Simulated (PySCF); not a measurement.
**Which determinant of BiTe lies lowest?**

Unrestricted PBE0; Bi def2-SVP with ECP60, Te def2-SVP with ECP28; scalar-relativistic core potentials (PySCF 2.14). Outer shells of the fragments: Bi 5d10 6s2 6p3; Te 4d10 5s2 5p4.

Followed along the bond (rough minima from three points):

| 2Ms+1 | unpaired | ⟨S²⟩ at the start | R at minimum (Å) | Te (eV) |
| --- | --- | --- | --- | --- |
| 2 | π ↑ | 1.04 | 2.64 | 0.00 |
| 4 | π ↑↑↑ | 3.76 | 2.88 | 0.84 |
| 2 | π ↑↑↓ | 1.76 | 2.88 | 1.19 |
| 6 | σ ↑, π ↑↑↑↑ | 8.75 | none in the scan | ≤ 3.30 |

Solutions found at the starting distance of 2.780 Å, counted from the lowest of them; the search is not exhaustive and high or unbound solutions are not listed, so other states can lie among these:

```json
{"2Ms+1": "2", "unpaired": "π ↑", "term": "²Π", "E (eV)": "0.00", "⟨S²⟩": "1.04", "⟨Lz²⟩": "1.01", "μ (D)": "-2.29"}
{"2Ms+1": "4", "unpaired": "π ↑↑↑", "term": "⁴Π", "E (eV)": "0.76", "⟨S²⟩": "3.76", "⟨Lz²⟩": "1.00", "μ (D)": "-1.11"}
{"2Ms+1": "2", "unpaired": "π ↑↑↓", "term": "mixed", "E (eV)": "1.10", "⟨S²⟩": "1.76", "⟨Lz²⟩": "3.01", "μ (D)": "-1.08"}
{"2Ms+1": "4", "unpaired": "σ ↑, π ↑↑", "term": "⁴Σ⁻", "E (eV)": "2.01", "⟨S²⟩": "3.76", "⟨Lz²⟩": "0.00", "μ (D)": "-2.09"}
{"2Ms+1": "2", "unpaired": "π ↑", "term": "mixed", "E (eV)": "2.17", "⟨S²⟩": "0.75", "⟨Lz²⟩": "3.01", "μ (D)": "-1.12"}
{"2Ms+1": "2", "unpaired": "σ ↓, π ↑↑", "term": "mixed", "E (eV)": "2.36", "⟨S²⟩": "1.76", "⟨Lz²⟩": "0.00", "μ (D)": "-2.24"}
```

A term symbol is given only where ⟨S²⟩ and ⟨Lz²⟩ are close to those of a pure state; real π, δ and φ orbitals otherwise mix terms. A positive dipole means Bi(−)Te(+).

Problem. Compare the gap between the two lowest followed solutions at the starting distance with the gap between their minima.

Solution. At PBE0 the second solution (quartet, unpaired electrons π ↑↑↑) lies +0.76 eV from the first (doublet, unpaired electrons π ↑) at 2.780 Å and +0.84 eV at the minima; the two curves relax by different amounts, since their minima lie near 2.88 and 2.64 Å.

These are scalar-relativistic numbers at best; spin–orbit coupling would shift them, the dissociation energy most. Counting both spins, an empty level lies below a filled one in some of these solutions, because spin and occupation are held.
